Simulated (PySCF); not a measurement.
Stationary points of CeH₃

All numbers come from PBE0/[Ce def2-SVP with ECP28, H def2-SVP], scalar-relativistic core potentials, density fitting, no spin–orbit coupling, PySCF.

Relaxations began from a few typed shapes; open shells are unrestricted. The search is not exhaustive: other isomers or separated fragments can lie lower, and high-lying points may rest on an excited occupation.

Task: Which is the lowest minimum found?
A. doublet D3h: Ce–H 2.067 Å (×3); H–Ce–H 120.0° (×3)
B. doublet C3v: Ce–H 2.053 Å (×3); H–Ce–H 110.3° (×3)
C. doublet C3v: Ce–H 2.056 Å (×3); H–Ce–H 112.4° (×3)
D. doublet C3v: Ce–H 2.053 Å (×3); H–Ce–H 109.9° (×3)

Result: D. The others lie at 3.0 (doublet C3v), 6.8 (doublet C3v), 11.1 (doublet D3h, a saddle point) kJ/mol above it.

Formally Ce is in oxidation state +3, with 1 electron left for the f, d and s shells; the Mulliken f population is 1.13 and the spin on Ce 1.01.

For the lowest minimum: open d and f shells are described by one determinant, and the ground state may have another occupation or spin. The pruned grid is coarse for the open f shell: energies are uncertain by about 2 kJ/mol and soft modes are noisy. No spin–orbit coupling is included, which matters more the heavier the element.

The electron or spin density has lower symmetry than the nuclear frame for the doublet C3v at 3.0 kJ/mol.
